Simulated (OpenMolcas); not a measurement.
# Ta+: effect of the active space

```
Program             : OpenMolcas
Method              : CASSCF
Basis               : ANO-RCC-VQZP
Scalar Hamiltonian  : DKH2, point nucleus
Spin-orbit coupling : state interaction with AMFI integrals over the reference wave functions, term energies averaged over their components
```

A. 4 electrons in 6 orbitals (5d 6s); 2S+1 = 5 even, 15 roots; 2S+1 = 3 even, 95 roots kept (CI in the orbitals of an earlier block); 2S+1 = 1 even, 77 roots kept (CI in the orbitals of an earlier block); cost of the order of 90 core-seconds
B. 4 electrons in 11 orbitals (5d 6s 6d); 2S+1 = 5 even, 15 roots; 2S+1 = 3 even, 45 roots kept (CI in the orbitals of an earlier block); 2S+1 = 1 even, 14 roots kept (CI in the orbitals of an earlier block); cost roughly 60 core-seconds

Energies in cm-1 above 5d3 6s 5F1, the measured ground level; measured values from NIST Handbook of Basic Atomic Spectroscopic Data.

```tsv
Level	A	B	Measured
5d3 6s 5F1	0.0	0.0	0.0
5d3 6s 5F2	1113	1130	1031
5d3 6s 5F3	2731	2809	2642
5d3 6s 5F4	4609	4797	4416
5d3 6s 3P0(1)	6329	5891	
5d3 6s 5F5	6575	6811	6187
5d3 6s 3P1(1)	7635	6929	
5d2 6s2 3F2 [71 %]	10687	8650	3180
5d3 6s 5P1	12729	12521	
5d2 6s2 3F3	12814	11112	6831
5d4 5D0	14476	13831	
5d3 6s 5P3	14512	14685	
5d2 6s2 3F4 [59 %]	14528	13718	9746
5d4 5D1	15087	14260	
5d3 6s 3G3 [68 %]	15765	15055	
5d3 6s 3G4 [52 %]	16705	16110	
5d4 5D3	17179	16136	
5d3 6s 3G5 [62 %]	17594	17576	
5d4 5D4 [69 %]	19147	18169
```

Deviations, from unrounded energies. A percentage is the sum of absolute deviations over the sum of measured energies, with the sign that they share, or ± where signs differ.

| Against measurement | Levels | A | B |
| --- | --- | --- | --- |
| mean absolute deviation (cm-1) | 7 | 2700 | 2100 |
| fine structure of the ground term (%) | 4 | +5.3 | +8.9 |
| other configurations (%) | 3 | +92.5 | +69.5 |

B lies closest to measurement on these levels. The largest miss of B in the table is 5d2 6s2 3F2 [71 %], by +5500 cm-1. The ranking rests on the paired levels alone, and a cruder setting can come out closer through cancelling errors.

The spin-orbit steps hold different terms of 5d3 6s (B lacks among others a 1D, 1F, a 1G, 1H, 1P), which shifts levels as well.

Between A and B the level of the table that moves most is 5d2 6s2 3F2 [71 %], by 2000 cm-1 (lowest in B, highest in A).

Without dynamic correlation excited terms often stand tens of per cent too high (terms of higher spin than the ground term too low), and those without a measured partner can miss by more than the paired ones. Terms from blocks run as CI alone lack orbitals of their own. Configurations are named by rounded mean occupations; where the s occupation lies near a half they are strongly mixed, a name can repeat and a true partner stay unpaired (holds for A). A single d shell beside an s shell can misplace configurations of different d count against each other (holds for A). Active for correlation alone: 6d; no level in the range computed is led by a configuration that fills it, so any true level of that kind is missing (holds for B). Computed and measured levels are paired by configuration, term and J; levels that our copy of the source lacks, or whose pairing is in doubt (as where it misses far off the trend of its configuration), stay unpaired and out of the deviations. Only configurations of the active space appear. Levels that lie high or do not pair safely by name in every column are left out.

A share in square brackets marks a mixed level and gives the weight of the term that names it, the lowest over the columns. A number in round brackets counts repeated terms of one configuration in the order of the reference energies.
